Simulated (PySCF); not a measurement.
A structure optimised at PBE-D3(BJ)/def2-SVP, used in a PySCF frequency run:

```xyz
10

C      0.0000     0.0000     2.7138
C      0.0000     0.0000     1.4844
Si     0.0000     0.0000    -0.3573
O      1.2497    -0.9335    -0.9273
O      0.1836     1.5491    -0.9273
O     -1.4333    -0.6155    -0.9273
H      0.0000     0.0000     3.7964
H      1.2769    -1.8403    -0.5761
H      0.9553     2.0260    -0.5761
H     -2.2322    -0.1857    -0.5761
```
Charge 0, spin multiplicity 1.

Question: Write its SMILES, formula and point group.

Answer: C#C[Si](O)(O)O, C2H4O3Si, C3

Question: What are its rotational constants (standard atomic weights)?

Answer: 3.8297, 2.0948, 2.0948 GHz
